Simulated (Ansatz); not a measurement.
The inner images of a band of C₂H₆BNa (10 atoms, charge 0, multiplicity 1) are given out of order.

Level of theory: Ansatz, RKS revPBE/def2-SVP.

First end point:

```xyz
10
Properties=species:S:1:pos:R:3
C -0.377 1.228 -0.547
B -0.318 -0.331 -0.248
C 0.863 -0.891 0.650
Na -2.248 -1.871 -0.985
H 0.603 1.762 -0.483
H -1.024 1.645 0.266
H -0.885 1.514 -1.490
H 1.107 -1.965 0.526
H 0.470 -0.798 1.695
H 1.807 -0.293 0.616
```

Last end point:

```xyz
10
Properties=species:S:1:pos:R:3
C -0.302 1.046 -0.916
B -0.368 0.163 0.287
C 0.844 -0.705 0.888
Na -1.690 -0.797 -1.707
H 0.636 1.252 -1.470
H -1.474 0.043 0.861
H -1.114 1.760 -1.175
H 0.600 -1.783 1.031
H 1.090 -0.335 1.911
H 1.779 -0.644 0.290
```

Question: Put them in order from the first end to the last, with their energies above the first end.
A.
```xyz
10
Properties=species:S:1:pos:R:3
C -0.142 1.178 -0.845
B -0.288 -0.162 -0.198
C 0.823 -0.816 0.755
Na -2.406 -1.477 -0.698
H 0.757 1.830 -0.707
H -1.162 0.791 0.169
H -0.919 1.660 -1.466
H 1.157 -1.800 0.360
H 0.441 -1.019 1.779
H 1.739 -0.184 0.852
```
B.
```xyz
10
Properties=species:S:1:pos:R:3
C -0.265 1.020 -0.973
B -0.332 0.199 0.269
C 0.855 -0.686 0.900
Na -1.889 -0.783 -1.437
H 0.674 1.194 -1.535
H -1.452 0.109 0.836
H -1.069 1.727 -1.273
H 0.783 -1.765 0.627
H 0.835 -0.668 2.012
H 1.862 -0.347 0.575
```
C.
```xyz
10
Properties=species:S:1:pos:R:3
C -0.179 1.114 -0.989
B -0.316 0.217 0.176
C 0.815 -0.721 0.848
Na -2.028 -1.062 -1.010
H 0.807 1.382 -1.421
H -1.476 0.180 0.684
H -0.988 1.773 -1.361
H 0.954 -1.715 0.359
H 0.598 -0.936 1.916
H 1.813 -0.232 0.800
```
D.
```xyz
10
Properties=species:S:1:pos:R:3
C -0.310 1.179 -0.675
B -0.271 -0.338 -0.283
C 0.858 -0.853 0.711
Na -2.410 -1.634 -0.813
H 0.621 1.787 -0.560
H -0.976 1.382 0.214
H -0.898 1.529 -1.546
H 1.246 -1.840 0.381
H 0.414 -1.050 1.715
H 1.726 -0.163 0.856
```
E.
```xyz
10
Properties=species:S:1:pos:R:3
C -0.239 1.169 -0.759
B -0.273 -0.284 -0.270
C 0.837 -0.822 0.741
Na -2.420 -1.531 -0.737
H 0.663 1.817 -0.599
H -1.002 1.052 0.155
H -0.918 1.606 -1.513
H 1.188 -1.808 0.367
H 0.430 -1.030 1.756
H 1.735 -0.168 0.859
```
F.
```xyz
10
Properties=species:S:1:pos:R:3
C -0.071 1.220 -0.950
B -0.288 0.108 -0.019
C 0.795 -0.782 0.785
Na -2.269 -1.369 -0.717
H 0.906 1.720 -1.072
H -1.461 0.315 0.382
H -0.911 1.764 -1.418
H 1.072 -1.765 0.337
H 0.477 -0.997 1.829
H 1.751 -0.213 0.843
```
G.
```xyz
10
Properties=species:S:1:pos:R:3
C -0.358 1.222 -0.594
B -0.320 -0.320 -0.230
C 0.853 -0.875 0.686
Na -2.305 -1.822 -0.899
H 0.630 1.743 -0.574
H -0.964 1.661 0.241
H -0.900 1.499 -1.520
H 1.207 -1.886 0.392
H 0.418 -1.020 1.705
H 1.739 -0.202 0.794
```

Answer: G (0.00 eV), D (+0.08 eV), E (+0.39 eV), A (+0.81 eV), F (-0.34 eV), C (-0.94 eV), B (-1.18 eV).

Time of the run: 3.6 min on 2 threads of Arm Neoverse V1, on a shared host, peak memory 0.12 GiB.
